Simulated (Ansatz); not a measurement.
`COBCS`, relaxed with RKS PBE0-D4/def2-TZVP in the Gaussian-basis code of Ansatz from a PBE-D4/def2-SVP geometry. The force threshold is 0.005 eV/Å; the program also tests the step.

Charge 0, multiplicity 1.

Start:

```xyz
12

C    -0.795    1.896    0.656
O    -0.829    0.495    0.443
B     0.000   -0.133   -0.428
C     0.013   -1.707   -0.464
S     1.567   -2.050    0.488
H    -0.115    2.406   -0.060
H    -1.819    2.308    0.542
H    -0.450    2.105    1.690
H     0.752    0.525   -1.141
H     0.052   -2.200   -1.454
H    -0.798   -2.159    0.139
H     2.420   -1.486   -0.413
```

By how much does the energy fall, and how many steps does the optimiser take? (Estimate.)

The calculation gave: 1.16 kcal/mol, in 7 steps.

Which bonds change most? (Best estimate.)

Ansatz gave: C4–S5 from 1.854 to 1.828 Å; B3–H9 from 1.227 to 1.206 Å; S5–H12 from 1.363 to 1.343 Å; C1–H8 from 1.110 to 1.092 Å.

Give the relaxed structure. (Best estimate.)

The calculation gave: 
```xyz
12

C    -0.791    1.890    0.648
O    -0.820    0.492    0.454
B    -0.001   -0.127   -0.415
C     0.022   -1.691   -0.453
S     1.559   -2.085    0.452
H    -0.124    2.378   -0.069
H    -1.802    2.283    0.529
H    -0.448    2.103    1.663
H     0.735    0.522   -1.116
H     0.044   -2.156   -1.438
H    -0.780   -2.139    0.137
H     2.405   -1.470   -0.391
```
